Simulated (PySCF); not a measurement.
Ge(H)3(OH) (GeH₄O), SMILES [OH][GeH3]. Atoms are numbered in the order given.

```xyz
6

Ge    -0.0035     0.3411     0.0000
O      0.1136    -1.4381     0.0000
H     -0.7521     0.8181     1.2596
H      1.4518     0.8160     0.0000
H     -0.7521     0.8181    -1.2596
H     -0.7458    -1.8642     0.0000
```
Charge 0, spin multiplicity 1.

The structure is a stationary point at PBE0-D3(BJ)/def2-TZVP.

These are r2SCAN/def2-TZVPD in PySCF values and carry that method's errors.

Symmetry labels are those of the subgroup Cs that the program uses (full group Cs).

Computed valence orbital energies around the gap with their symmetry:
```tsv
orbital	symmetry	energy (eV)
HOMO−7	A"	-30.74
HOMO−6	A'	-25.69
HOMO−5	A'	-14.62
HOMO−4	A'	-11.81
HOMO−3	A"	-9.28
HOMO−2	A'	-9.23
HOMO−1	A'	-8.24
HOMO	A"	-7.25
LUMO	A'	-0.56
LUMO+1	A'	0.42
LUMO+2	A'	1.12
LUMO+3	A"	1.30
```
